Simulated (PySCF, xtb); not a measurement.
CH2GaNO3, SMILES O=C=[N][Ga]([OH])[OH].

xtb with GFN2-xTB at its own geometry gives an orbital gap of 4.03 eV and a dipole moment of 0.18 D.

Coordinates come from a r2SCAN-D4/def2-SVP optimisation. Other conformers were not sampled.

What does CAM-B3LYP/def2-TZVP (PySCF) give? (The exact figures need the calculation; the answer reports its results.)

gap 10.00 eV (levels -10.15 and -0.14 eV), dipole 0.13 D.
